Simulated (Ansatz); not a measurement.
The same bond dissociation along the group O, S, Se.

Calculated with Ansatz (gas phase, PBE0-D4/def2-TZVP geometries, no zero-point term in ΔE). CCSD(T)/CBS is the MP2 limit (def2-TZVPP, def2-QZVPP) plus CCSD(T) − MP2 in def2-TZVPP, frozen cores. This one scheme is used for every species. DFT in def2-TZVPP. Open shells (•) are unrestricted, without spin–orbit coupling. For Se outer-core shells are correlated without core-valence functions, which leaves a few kJ/mol of doubt a bond. Scalar relativity is left out up to krypton. Each species was taken in one conformer, which may not be the lowest.

| reaction | CCSD(T)/CBS(def2) (kcal/mol) |
| --- | --- |
| `[OH][Al]([Cl])[Cl]` → `[Cl][Al][Cl]`• + `[OH]`• | 131.8 |
| `[SH][Al]([Cl])[Cl]` → `[Cl][Al][Cl]`• + `[SH]`• | 97.1 |
| `[Cl][Al]([Cl])[SeH]` → `[Cl][Al][Cl]`• + `[SeH]`• | ? |

(1) Fill in the missing values. (Best estimate.)

Largest T1 diagnostic: 0.012, for `[Cl][Al][Cl]`•.

## Answers

(1) The calculation gave: `[Cl][Al]([Cl])[SeH]` → `[Cl][Al][Cl]`• + `[SeH]`•: +89.9 kcal/mol.
